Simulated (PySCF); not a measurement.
**S+: excitation energy**

S+ [Ne] 3s2 3p3 (4S) → S+ [Ne] 3s1 3p3 4s1 (6S), as a difference of total energies. Calculation: PySCF 2.14, in dyall-acv3z (19s12p6d4f, 113 functions); no relativity, point nucleus. Correlated levels: valence: [Ne] frozen; valence and next inner shell: 1s2 frozen; virtual orbitals above 40 to 60 times the deepest correlated orbital energy dropped. The calculations carry no spin-orbit coupling.

```
                                method  excitation energy (cm⁻¹)
                                   UHF                    149070
                                   LDA                    165890
                                   PBE                    165090
                                  PBE0                    164510
                                r2SCAN                    161550
                               r2SCANh                    161620
                                PBEsol                    164040
                                  TPSS                    166550
                         MP2 (valence)                    161930
                     SCS-MP2 (valence)                    166390
    MP2 (valence and next inner shell)                    163740
SCS-MP2 (valence and next inner shell)                    167740
```

The promoted electron is Rydberg-like, and one or two diffuse shells describe it only roughly, which tends to raise the upper state.
